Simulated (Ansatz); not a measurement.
Mulliken charges of CH$_{3}$FGeOS, SMILES `[OH][Ge]1([F])[CH2][S]1` from PBE/def2-TZVPP in Ansatz (PBE0-D4/def2-TZVP geometry).

| atom | x (Å) | y (Å) | z (Å) | charge (e) |
| --- | --- | --- | --- | --- |
| O1 | -0.288 | 1.261 | 1.618 | -0.341 |
| Ge2 | 0.482 | 0.372 | 0.323 | 0.663 |
| F3 | 2.137 | 0.354 | 0.773 | -0.306 |
| C4 | -0.226 | -1.054 | -0.715 | -0.221 |
| S5 | -0.108 | 0.546 | -1.746 | -0.248 |
| H6 | -1.102 | 1.679 | 1.320 | 0.192 |
| H7 | 0.445 | -1.829 | -1.068 | 0.133 |
| H8 | -1.247 | -1.387 | -0.562 | 0.127 |

Question: By hand: the dipole of these point charges (1 e Å = 4.8032 D).

Answer: Σ q r = (-0.470, -0.291, 0.057) e Å, of length 0.556 e Å = 2.67 D.

Question: How does the dipole of the full density compare? (Estimate.)

Answer: Ansatz gave: (-0.463, -0.165, 0.001) e Å, 2.36 D; the point charges give 1.13 times that, at 13° from its direction.

Point charges leave out the atoms' own dipoles, such as those of lone pairs, and Mulliken's split depends on the basis, so the close match here is no proof of good charges.
